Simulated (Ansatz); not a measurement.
Relaxation of Cu₅H₅ (charge 0, singlet) with RKS PBE-D4/def2-SVP in Ansatz.

Positions (Å) and forces (eV/Å) at steps 29, 30, 31, 32, 33, 34, 35, 36, 37, 38, 39, 40, 41, 42, 43, 44, 45, 46, 47, 48, 49, 50, 52 of 52:

```xyz
10
step=29 energy=-223220.7481 eV
Cu   -2.590   -1.944    0.538   -0.109    0.083    0.188
Cu    2.278    2.948   -0.285   -0.027   -0.065   -0.016
Cu   -0.752   -0.479    0.225    0.125    0.155    0.105
Cu    1.191    0.843   -0.094    0.011   -0.031    0.024
Cu   -0.657   -2.843   -0.257   -0.387   -0.078   -0.219
H    -2.506   -3.374   -0.180    0.625    0.095   -0.008
H    -2.082   -0.536    1.216   -0.199   -0.009   -0.109
H     0.555   -0.516   -0.756   -0.041   -0.108    0.053
H     2.984    3.849   -1.297   -0.015   -0.010   -0.023
H     1.579    2.052    0.890    0.017   -0.032    0.004
10
step=30 energy=-223220.9169 eV
Cu   -2.607   -1.931    0.589    0.025    0.133    0.109
Cu    2.267    2.925   -0.298   -0.007   -0.041   -0.012
Cu   -0.762   -0.453    0.271   -0.036   -0.008    0.073
Cu    1.199    0.815   -0.087    0.001   -0.060    0.006
Cu   -0.732   -2.813   -0.353    0.072    0.134   -0.206
H    -2.313   -3.349   -0.190    0.158   -0.072   -0.003
H    -2.153   -0.493    1.200   -0.157    0.065   -0.024
H     0.542   -0.567   -0.716   -0.038   -0.082    0.083
H     2.969    3.837   -1.306   -0.023   -0.025   -0.020
H     1.590    2.030    0.890    0.004   -0.044   -0.006
10
step=31 energy=-223221.0380 eV
Cu   -2.571   -1.919    0.598   -0.017   -0.032    0.065
Cu    2.244    2.873   -0.316   -0.010   -0.041   -0.028
Cu   -0.814   -0.391    0.327   -0.024    0.115    0.136
Cu    1.210    0.754   -0.056    0.036   -0.034    0.011
Cu   -0.684   -2.670   -0.483    0.108    0.275   -0.097
H    -2.176   -3.332   -0.212    0.076    0.010    0.018
H    -2.248   -0.431    1.210   -0.093   -0.039   -0.084
H     0.516   -0.647   -0.613   -0.054   -0.188   -0.017
H     2.905    3.784   -1.353   -0.021   -0.029   -0.008
H     1.617    1.978    0.899   -0.001   -0.036    0.004
10
step=32 energy=-223221.1637 eV
Cu   -2.555   -1.938    0.617    0.146   -0.032   -0.070
Cu    2.228    2.828   -0.334   -0.025   -0.056   -0.010
Cu   -0.846   -0.319    0.398   -0.156    0.123    0.161
Cu    1.228    0.693   -0.050    0.029   -0.055   -0.018
Cu   -0.630   -2.496   -0.552    0.032    0.243    0.001
H    -2.063   -3.311   -0.224    0.139    0.087    0.000
H    -2.330   -0.414    1.185   -0.073   -0.002   -0.004
H     0.470   -0.726   -0.563   -0.051   -0.195   -0.029
H     2.877    3.749   -1.370   -0.017   -0.037   -0.012
H     1.621    1.934    0.893   -0.024   -0.076   -0.018
10
step=33 energy=-223221.3043 eV
Cu   -2.510   -1.940    0.623    0.170   -0.045   -0.126
Cu    2.209    2.748   -0.344   -0.032   -0.033    0.004
Cu   -0.907   -0.221    0.465   -0.256    0.171    0.198
Cu    1.225    0.609   -0.048    0.067   -0.036   -0.031
Cu   -0.545   -2.317   -0.579   -0.013    0.130    0.075
H    -1.893   -3.264   -0.236    0.092    0.107    0.008
H    -2.432   -0.389    1.172   -0.010   -0.021    0.007
H     0.384   -0.756   -0.566    0.039   -0.114   -0.102
H     2.823    3.688   -1.384   -0.016   -0.056   -0.011
H     1.646    1.841    0.897   -0.043   -0.103   -0.021
10
step=34 energy=-223221.3852 eV
Cu   -2.464   -1.930    0.594    0.160    0.060   -0.053
Cu    2.164    2.674   -0.343   -0.016   -0.059   -0.004
Cu   -0.989   -0.093    0.537   -0.023    0.102    0.096
Cu    1.228    0.518   -0.064   -0.122   -0.201   -0.029
Cu   -0.446   -2.150   -0.557   -0.254   -0.328    0.168
H    -1.740   -3.184   -0.253    0.040    0.016   -0.014
H    -2.500   -0.388    1.201   -0.040   -0.034   -0.005
H     0.352   -0.778   -0.614    0.323    0.500   -0.211
H     2.776    3.601   -1.394   -0.027   -0.057    0.015
H     1.620    1.730    0.892   -0.041    0.001    0.037
10
step=35 energy=-223221.4894 eV
Cu   -2.405   -1.904    0.611    0.158    0.070   -0.063
Cu    2.115    2.588   -0.316   -0.008   -0.038    0.059
Cu   -1.017   -0.003    0.592   -0.010    0.057    0.045
Cu    1.236    0.424   -0.078   -0.112    0.021    0.146
Cu   -0.379   -2.055   -0.534   -0.059   -0.053    0.212
H    -1.615   -3.143   -0.226   -0.003    0.057    0.049
H    -2.556   -0.361    1.199    0.074   -0.062   -0.036
H     0.355   -0.663   -0.777   -0.021   -0.021   -0.442
H     2.725    3.478   -1.387    0.008   -0.016   -0.026
H     1.542    1.639    0.916   -0.027   -0.014    0.057
10
step=36 energy=-223221.5870 eV
Cu   -2.366   -1.879    0.616    0.083   -0.020   -0.036
Cu    2.095    2.545   -0.279    0.018    0.051   -0.031
Cu   -1.039    0.056    0.622    0.102    0.065   -0.012
Cu    1.215    0.387   -0.081   -0.364   -0.220   -0.066
Cu   -0.331   -2.012   -0.490    0.091    0.241    0.068
H    -1.553   -3.109   -0.184   -0.001   -0.015    0.080
H    -2.556   -0.359    1.192   -0.028    0.041    0.047
H     0.339   -0.636   -0.967    0.184    0.052   -0.129
H     2.705    3.414   -1.384   -0.037   -0.098    0.102
H     1.491    1.593    0.955   -0.049   -0.098   -0.022
10
step=37 energy=-223221.7161 eV
Cu   -2.318   -1.852    0.622    0.098    0.040    0.010
Cu    2.057    2.486   -0.252   -0.069   -0.029    0.075
Cu   -1.072    0.141    0.663    0.084    0.056    0.068
Cu    1.166    0.327   -0.128   -0.325   -0.125   -0.095
Cu   -0.258   -1.914   -0.448   -0.032    0.217   -0.076
H    -1.478   -3.076   -0.131    0.103    0.125    0.095
H    -2.575   -0.338    1.213   -0.004    0.000   -0.001
H     0.383   -0.621   -1.157    0.218   -0.126   -0.049
H     2.686    3.341   -1.337    0.023   -0.026    0.017
H     1.410    1.507    0.955   -0.096   -0.133   -0.042
10
step=38 energy=-223221.8637 eV
Cu   -2.264   -1.812    0.639    0.035    0.091    0.078
Cu    2.001    2.434   -0.223   -0.091   -0.020    0.029
Cu   -1.082    0.214    0.731    0.088    0.104    0.161
Cu    1.098    0.269   -0.186   -0.062    0.125   -0.149
Cu   -0.218   -1.818   -0.448   -0.149   -0.011   -0.211
H    -1.404   -3.010   -0.074    0.116    0.064    0.061
H    -2.581   -0.315    1.230   -0.012    0.024    0.004
H     0.474   -0.667   -1.323    0.259   -0.185   -0.022
H     2.678    3.289   -1.286   -0.006   -0.069    0.084
H     1.298    1.417    0.940   -0.177   -0.123   -0.035
10
step=39 energy=-223222.0288 eV
Cu   -2.225   -1.766    0.671    0.049    0.120    0.084
Cu    1.934    2.411   -0.193   -0.077    0.088    0.024
Cu   -1.049    0.265    0.812    0.182    0.088    0.130
Cu    1.061    0.261   -0.265   -0.046   -0.038   -0.255
Cu   -0.227   -1.782   -0.503   -0.108   -0.028   -0.242
H    -1.370   -2.968   -0.025    0.077    0.069    0.024
H    -2.569   -0.274    1.247    0.025    0.045    0.014
H     0.606   -0.755   -1.437    0.191   -0.175    0.125
H     2.675    3.250   -1.224   -0.013   -0.071    0.100
H     1.164    1.359    0.918   -0.280   -0.100   -0.004
10
step=40 energy=-223222.2407 eV
Cu   -2.179   -1.705    0.710    0.077    0.134    0.056
Cu    1.848    2.409   -0.157   -0.105    0.068    0.010
Cu   -0.965    0.306    0.889    0.194    0.143    0.081
Cu    1.036    0.247   -0.358    0.028   -0.149   -0.316
Cu   -0.253   -1.777   -0.581    0.027   -0.024   -0.179
H    -1.360   -2.928    0.004    0.008    0.092   -0.001
H    -2.522   -0.210    1.265    0.109    0.047    0.029
H     0.743   -0.869   -1.501    0.076   -0.125    0.156
H     2.673    3.217   -1.147   -0.043   -0.078    0.133
H     0.980    1.309    0.876   -0.372   -0.107    0.030
10
step=41 energy=-223222.4481 eV
Cu   -2.125   -1.637    0.735    0.141    0.157    0.009
Cu    1.754    2.402   -0.125   -0.156    0.023    0.021
Cu   -0.877    0.366    0.927    0.105    0.144    0.028
Cu    1.034    0.220   -0.441    0.056   -0.160   -0.293
Cu   -0.251   -1.795   -0.633    0.032   -0.042   -0.092
H    -1.367   -2.888    0.009   -0.020    0.093   -0.004
H    -2.450   -0.146    1.289    0.155    0.059    0.041
H     0.832   -0.960   -1.529    0.054   -0.105    0.086
H     2.654    3.184   -1.071   -0.087   -0.101    0.160
H     0.797    1.254    0.838   -0.281   -0.066    0.044
10
step=42 energy=-223222.5961 eV
Cu   -2.032   -1.528    0.748    0.062    0.041   -0.002
Cu    1.593    2.381   -0.080   -0.279   -0.137    0.098
Cu   -0.793    0.480    0.923   -0.524   -0.139   -0.005
Cu    1.048    0.168   -0.551    0.018   -0.030   -0.113
Cu   -0.227   -1.834   -0.680    0.053   -0.066   -0.089
H    -1.384   -2.826    0.008   -0.028    0.061    0.002
H    -2.331   -0.059    1.331    0.043    0.099    0.063
H     0.920   -1.077   -1.563    0.061   -0.097    0.012
H     2.584    3.120   -0.954   -0.085   -0.059    0.097
H     0.622    1.176    0.819    0.679    0.328   -0.063
10
step=43 energy=-223222.7262 eV
Cu   -2.000   -1.434    0.729    0.039    0.065   -0.026
Cu    1.437    2.341   -0.052   -0.164   -0.140    0.067
Cu   -0.749    0.559    0.899   -0.274   -0.035   -0.011
Cu    1.083    0.094   -0.581    0.052   -0.054   -0.082
Cu   -0.214   -1.876   -0.712   -0.003   -0.059   -0.050
H    -1.442   -2.765   -0.020   -0.008    0.048   -0.006
H    -2.273    0.039    1.344    0.038    0.042   -0.002
H     1.011   -1.192   -1.561    0.001   -0.032    0.066
H     2.396    3.153   -0.897   -0.074    0.034    0.012
H     0.751    1.081    0.849    0.392    0.133    0.033
10
step=44 energy=-223222.8042 eV
Cu   -1.974   -1.353    0.689   -0.013    0.049    0.006
Cu    1.339    2.280   -0.024    0.061    0.106   -0.034
Cu   -0.710    0.628    0.884    0.130   -0.019   -0.022
Cu    1.130    0.027   -0.583   -0.056   -0.069    0.080
Cu   -0.223   -1.912   -0.741    0.070   -0.008   -0.032
H    -1.477   -2.723   -0.032   -0.039    0.021   -0.019
H    -2.228    0.116    1.318    0.003    0.075   -0.017
H     1.049   -1.265   -1.538    0.023   -0.065   -0.030
H     2.209    3.211   -0.883   -0.200   -0.058    0.074
H     0.884    0.993    0.909    0.020   -0.033   -0.005
10
step=45 energy=-223222.8545 eV
Cu   -1.962   -1.285    0.665    0.048    0.032   -0.082
Cu    1.290    2.257    0.021    0.035   -0.123   -0.102
Cu   -0.631    0.649    0.883   -0.119   -0.008    0.110
Cu    1.154   -0.043   -0.554    0.109    0.106    0.029
Cu   -0.208   -1.946   -0.754   -0.113   -0.051    0.028
H    -1.522   -2.680   -0.059   -0.001    0.053   -0.005
H    -2.188    0.203    1.277    0.055    0.017   -0.037
H     1.081   -1.324   -1.540    0.027   -0.029    0.021
H     2.017    3.243   -0.887   -0.121    0.046    0.029
H     0.969    0.926    0.948    0.081   -0.044    0.008
10
step=46 energy=-223222.9035 eV
Cu   -1.956   -1.220    0.616    0.043    0.027   -0.059
Cu    1.249    2.216    0.006    0.081   -0.067   -0.059
Cu   -0.572    0.666    0.918   -0.085   -0.033    0.087
Cu    1.201   -0.115   -0.491    0.068    0.084    0.040
Cu   -0.218   -1.964   -0.778   -0.076   -0.044    0.017
H    -1.583   -2.628   -0.122   -0.007    0.045   -0.015
H    -2.137    0.255    1.272    0.028    0.017   -0.020
H     1.132   -1.383   -1.493    0.018   -0.043    0.015
H     1.824    3.296   -0.903   -0.108    0.049    0.004
H     1.059    0.877    0.973    0.037   -0.035   -0.009
10
step=47 energy=-223222.9377 eV
Cu   -1.952   -1.167    0.571    0.003    0.022   -0.024
Cu    1.268    2.183   -0.005   -0.015    0.123   -0.128
Cu   -0.530    0.666    0.963    0.054    0.032    0.002
Cu    1.232   -0.163   -0.445    0.001   -0.052    0.023
Cu   -0.228   -1.985   -0.791    0.014    0.003   -0.002
H    -1.639   -2.579   -0.181   -0.006    0.027   -0.028
H    -2.106    0.295    1.268    0.031    0.004   -0.003
H     1.179   -1.449   -1.438   -0.015   -0.015    0.034
H     1.644    3.363   -0.921   -0.092   -0.139    0.131
H     1.132    0.835    0.979    0.025   -0.005   -0.004
10
step=48 energy=-223222.9664 eV
Cu   -1.936   -1.097    0.519    0.025    0.028    0.002
Cu    1.217    2.151   -0.039    0.084    0.073   -0.034
Cu   -0.466    0.687    0.995   -0.019   -0.048    0.017
Cu    1.272   -0.236   -0.385   -0.023   -0.009    0.043
Cu   -0.230   -2.007   -0.807   -0.007    0.005   -0.008
H    -1.701   -2.510   -0.266    0.012    0.037   -0.026
H    -2.042    0.339    1.280    0.001   -0.010    0.000
H     1.225   -1.523   -1.376    0.001   -0.027    0.018
H     1.448    3.389   -0.907   -0.069   -0.063    0.030
H     1.215    0.808    0.986   -0.003    0.013   -0.041
10
step=49 energy=-223222.9815 eV
Cu   -1.920   -1.042    0.484    0.013    0.002   -0.014
Cu    1.214    2.130   -0.055   -0.007    0.101   -0.121
Cu   -0.420    0.689    1.041    0.002   -0.002    0.011
Cu    1.297   -0.290   -0.320   -0.005    0.012    0.024
Cu   -0.238   -2.005   -0.841    0.021    0.010    0.000
H    -1.763   -2.422   -0.385    0.035    0.052   -0.013
H    -1.994    0.352    1.326    0.004   -0.028    0.000
H     1.286   -1.594   -1.293   -0.058   -0.022    0.019
H     1.259    3.381   -0.949   -0.010   -0.142    0.104
H     1.278    0.801    0.992    0.004    0.016   -0.008
10
step=50 energy=-223222.9897 eV
Cu   -1.906   -0.999    0.454    0.016    0.003   -0.010
Cu    1.184    2.105   -0.091   -0.007    0.074   -0.059
Cu   -0.386    0.688    1.091   -0.022   -0.019    0.005
Cu    1.322   -0.324   -0.263   -0.019   -0.003    0.007
Cu   -0.234   -1.993   -0.864   -0.009    0.017   -0.001
H    -1.802   -2.326   -0.502    0.047    0.041    0.006
H    -1.954    0.338    1.388    0.013   -0.027   -0.007
H     1.322   -1.641   -1.225   -0.033   -0.006    0.019
H     1.137    3.341   -0.992    0.008   -0.089    0.051
H     1.316    0.812    1.004    0.006    0.008   -0.011
10
step=52 energy=-223222.9938 eV
Cu   -1.890   -0.965    0.433    0.004    0.002   -0.013
Cu    1.146    2.079   -0.122   -0.007   -0.005    0.007
Cu   -0.364    0.675    1.158    0.003   -0.002   -0.004
Cu    1.336   -0.340   -0.202   -0.009   -0.001   -0.005
Cu   -0.229   -1.955   -0.900   -0.010    0.012   -0.005
H    -1.822   -2.207   -0.631    0.004   -0.001    0.012
H    -1.917    0.287    1.474    0.002   -0.004    0.002
H     1.352   -1.663   -1.156    0.008   -0.005    0.005
H     1.058    3.253   -1.084    0.002    0.005   -0.007
H     1.331    0.836    1.030    0.003    0.000    0.007
```

The relaxation made no stability test and no search for a lower SCF solution. No other spin state of charge 0 was run. Another isomer (singlet) lies 0.96 eV lower at PBE0-D4/def2-TZVP; other spin states weren't run for this one.
